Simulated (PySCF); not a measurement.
C$_{2}$H$_{9}$AlN (SMILES [CH3][Al+]([CH3])<-[NH3]), charge +1, singlet, at a GFN2-xTB geometry (such geometries of metal compounds can be far from the true shape); R2SCAN/STO-3G (PySCF).

PySCF was given this input:
```python
from pyscf import gto, scf, dft

mol = gto.M(
    atom='''
Al    0.01199329    0.34667919    0.08755376
C     1.48758980    0.97761759   -1.04554454
H     2.45137424    0.54729738   -0.74320267
H     1.60350287    2.06685546   -1.00634165
H     1.33428592    0.71009673   -2.09994981
C    -1.44310664    0.44948260    1.40355889
H    -2.37780839    0.02622469    1.01099351
H    -1.66067687    1.48159817    1.70148486
H    -1.20536768   -0.09981917    2.32396150
N    -0.05153868   -1.66689595   -0.41781603
H    -0.72496371   -1.85202661   -1.16430651
H    -0.33018681   -2.25999863    0.36733153
H     0.84779964   -2.02138680   -0.75154347
''',
    basis='sto-3g',
    charge=1,
    verbose=4,
)

mf = dft.RKS(mol)
mf.xc = 'r2scan'
mf.kernel()
```

Question: Predict the main parts of the log of this PySCF run.

Answer: 
```
PySCF version 2.14.0

[INPUT] verbose = 4
[INPUT] num. atoms = 13
[INPUT] num. electrons = 40
[INPUT] charge = 1
[INPUT] spin (= nelec alpha-beta = 2S) = 0
[INPUT] symmetry False subgroup None
[INPUT] Mole.unit = angstrom
[INPUT] Symbol           X                Y                Z      unit          X                Y                Z       unit  Magmom
[INPUT]  1 Al     0.011993290000   0.346679190000   0.087553760000 AA    0.022664033432   0.655128722186   0.165452627576 Bohr   0.0
[INPUT]  2 C      1.487589800000   0.977617590000  -1.045544540000 AA    2.811137307697   1.847429499657  -1.975792831634 Bohr   0.0
[INPUT]  3 H      2.451374240000   0.547297380000  -0.743202670000 AA    4.632425942414   1.034242156892  -1.404449501346 Bohr   0.0
[INPUT]  4 H      1.603502870000   2.066855460000  -1.006341650000 AA    3.030181264254   3.905790758462  -1.901710106243 Bohr   0.0
[INPUT]  5 H      1.334285920000   0.710096730000  -2.099949810000 AA    2.521434960663   1.341888341649  -3.968330016232 Bohr   0.0
[INPUT]  6 C     -1.443106640000   0.449482600000   1.403558890000 AA   -2.727076318141   0.849399011757   2.652341901799 Bohr   0.0
[INPUT]  7 H     -2.377808390000   0.026224690000   1.010993510000 AA   -4.493406633793   0.049557481802   1.910500847613 Bohr   0.0
[INPUT]  8 H     -1.660676870000   1.481598170000   1.701484860000 AA   -3.138224465700   2.799814767957   3.215340390494 Bohr   0.0
[INPUT]  9 H     -1.205367680000  -0.099819170000   2.323961500000 AA   -2.277814794602  -0.188630893281   4.391650759033 Bohr   0.0
[INPUT] 10 N     -0.051538680000  -1.666895950000  -0.417816030000 AA   -0.097393990022  -3.149976823647  -0.789557867153 Bohr   0.0
[INPUT] 11 H     -0.724963710000  -1.852026610000  -1.164306510000 AA   -1.369982862149  -3.499823068307  -2.200220428948 Bohr   0.0
[INPUT] 12 H     -0.330186810000  -2.259998630000   0.367331530000 AA   -0.623962640844  -4.270778452592   0.694155988617 Bohr   0.0
[INPUT] 13 H      0.847799640000  -2.021386800000  -0.751543470000 AA    1.602109128105  -3.819867443811  -1.420211329005 Bohr   0.0

nuclear repulsion = 158.710304609158
number of shells = 23
number of NR pGTOs = 99
number of NR cGTOs = 33
basis = sto-3g
ecp = {}

******** <class 'pyscf.dft.rks.RKS'> ********
method = RKS
initial guess = minao
damping factor = 0
level_shift factor = 0
DIIS = <class 'pyscf.scf.diis.CDIIS'>
diis_start_cycle = 1
diis_space = 8
diis_damp = 0
SCF conv_tol = 1e-09
SCF conv_tol_grad = None
SCF max_cycles = 50
direct_scf = True
direct_scf_tol = 1e-13
XC library pyscf.dft.libxc version 7.1.2
    S. Lehtola, C. Steigemann, M. J. T. Oliveira, and M. A. L. Marques,  SoftwareX 7, 1–5 (2018)
XC functionals = r2scan
    J. W. Furness, A. D. Kaplan, J. Ning, J. P. Perdew, and J. Sun,  J. Phys. Chem. Lett. 11, 8208–8215 (2020)
    J. W. Furness, A. D. Kaplan, J. Ning, J. P. Perdew, and J. Sun,  J. Phys. Chem. Lett. 11, 9248–9248 (2020)
    J. W. Furness, A. D. Kaplan, J. Ning, J. P. Perdew, and J. Sun,  J. Phys. Chem. Lett. 11, 8208–8215 (2020)
    J. W. Furness, A. D. Kaplan, J. Ning, J. P. Perdew, and J. Sun,  J. Phys. Chem. Lett. 11, 9248–9248 (2020)
radial grids:
    Treutler-Ahlrichs [JCP 102, 346 (1995); DOI:10.1063/1.469408] (M4) radial grids

becke partition: Becke, JCP 88, 2547 (1988); DOI:10.1063/1.454033
pruning grids: <function nwchem_prune>
grids dens level: 3
symmetrized grids: False
atomic radii adjust function: <function treutler_atomic_radii_adjust>
small_rho_cutoff = 0
Set gradient conv threshold to 3.16228e-05
Initial guess from minao.
tot grids = 149592
init E= -373.834681384548
  HOMO = -0.33965037706361  LUMO = 0.027954475676749  gap/eV = 10.00304
cycle= 1 E= -373.95648156063  delta_E= -0.122  |g|= 0.465  |ddm|=    4
  HOMO = -0.336058494957116  LUMO = -0.107100790385995  gap/eV = 6.23026
cycle= 2 E= -373.947880178408  delta_E= 0.0086  |g|= 0.497  |ddm|= 1.38
  HOMO = -0.383070177836235  LUMO = -0.0846162450700847  gap/eV = 8.12135
cycle= 3 E= -374.027181387843  delta_E= -0.0793  |g|= 0.0155  |ddm|= 0.708
  HOMO = -0.381187463750426  LUMO = -0.0824837320524304  gap/eV = 8.12814
cycle= 4 E= -374.027253222454  delta_E= -7.18e-05  |g|= 0.00418  |ddm|= 0.0258
  HOMO = -0.382159758298344  LUMO = -0.0834466069341516  gap/eV = 8.12840
cycle= 5 E= -374.027258415363  delta_E= -5.19e-06  |g|= 0.00146  |ddm|= 0.00723
  HOMO = -0.382165725374371  LUMO = -0.0835605858752292  gap/eV = 8.12546
cycle= 6 E= -374.027259048906  delta_E= -6.34e-07  |g|= 0.000195  |ddm|= 0.0021
  HOMO = -0.382142428644848  LUMO = -0.0835053043305745  gap/eV = 8.12633
cycle= 7 E= -374.027259064022  delta_E= -1.51e-08  |g|= 1.97e-05  |ddm|= 0.000365
  HOMO = -0.382144418494722  LUMO = -0.0835081441528408  gap/eV = 8.12631
cycle= 8 E= -374.027259064203  delta_E= -1.81e-10  |g|= 1.42e-06  |ddm|= 3.94e-05
  HOMO = -0.382144517955758  LUMO = -0.0835083273860437  gap/eV = 8.12630
Extra cycle  E= -374.027259064201  delta_E= 1.59e-12  |g|= 1.59e-06  |ddm|= 4.55e-06
converged SCF energy = -374.027259064201
```
